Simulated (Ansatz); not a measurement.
Geometry optimisation, UKS PBE/def2-SVP in Ansatz 0.2.0.

The input (input.yaml):

```yaml
crystal:
  periodic: [false, false, false]
  atoms:
    - { symbol: Ta, position_ang: [-0.198102, 0.247427, -0.009845] }
    - { symbol: F, position_ang: [2.68479, -0.679515, -0.790881] }
    - { symbol: Cl, position_ang: [1.191329, 0.37723, 1.891807] }
    - { symbol: Cl, position_ang: [0.055313, 0.71919, -2.257809] }
    - { symbol: O, position_ang: [-1.373538, 1.63902, 0.467455] }
    - { symbol: H, position_ang: [-2.300547, 1.770461, 0.733826] }
    - { symbol: Cl, position_ang: [-0.495156, -2.050005, -0.061485] }
    - { symbol: O, position_ang: [3.560538, -0.934107, 0.201039] }
    - { symbol: H, position_ang: [3.08157, -0.530802, 0.971794] }
magnetization:
  spin_polarized: true
  initial_magnetization: 1
basis:
  gaussian: { orbitals: def2-SVP }
hamiltonian:
  xc: pbe
relax:
  f_tol: 0.03
  max_steps: 50
```

Command:

```bash
$ ansatz run input.yaml --threads 4 --pin off --max-ram 5120MiB --backend cpu --events-out ev --progress --plain --runs-dir out
```

Question: Where does it end, and by what steps?

Answer: It converged. After 28 steps the energy has fallen by 4.666 eV; F2 moved furthest, 2.35 Å. Parted: F2–O8 (1.35 → 2.60 Å). Joined: Ta1–F2 (3.13 → 1.92 Å), Ta1–O8 (3.95 → 2.08 Å).

```
step  energy less start (eV)  largest force component (eV/Å)  accepted
   0                  0.0000                           2.616       yes
   1                 -0.1454                           1.279       yes
   2                 -0.2318                           0.495       yes
   3                 -0.4415                           1.770       yes
   4                 -1.2499                           3.827       yes
   5                 -2.5608                           1.938       yes
   6                 -2.8341                           2.070       yes
   7                 -2.9959                           0.392       yes
   8                 -3.0625                           1.053       yes
   9                 -3.1570                           0.464       yes
  10                 -3.2244                           0.292       yes
  11                 -3.2721                           0.535       yes
  12                 -3.3338                           0.714       yes
  13                 -3.4326                           0.824       yes
  14                 -3.5997                           0.869       yes
  15                 -3.8589                           0.834       yes
  16                 -4.2044                           0.820       yes
  17                 -4.3090                           1.267       yes
  18                 -4.4312                           0.315       yes
  19                 -4.4892                           0.330       yes
  20                 -4.5585                           0.622       yes
  21                 -4.5600                           1.841       yes
  22                 -4.6091                           1.288       yes
  23                 -4.6426                           0.427       yes
  24                 -4.6590                           0.106       yes
  25                 -4.6330                           0.544        no
  26                 -4.6657                           0.052       yes
  27                 -4.6661                           0.034       yes
  28                 -4.6662                           0.006       yes
```

```xyz
9
Properties=species:S:1:pos:R:3
Ta 0.484 -0.007 -0.206
F 1.740 1.435 -0.367
Cl 1.191 0.003 2.280
Cl 0.436 -0.252 -2.511
O -0.953 1.122 0.216
H -1.315 1.745 0.868
Cl -0.609 -2.044 0.191
O 2.225 -1.021 0.328
H 3.007 -0.423 0.347
```

Whether the end is a true minimum wasn't checked by a vibrational analysis.

The run took 2.3 min on 4 threads of Arm Neoverse V2, on a shared host, peak memory 0.41 GiB.
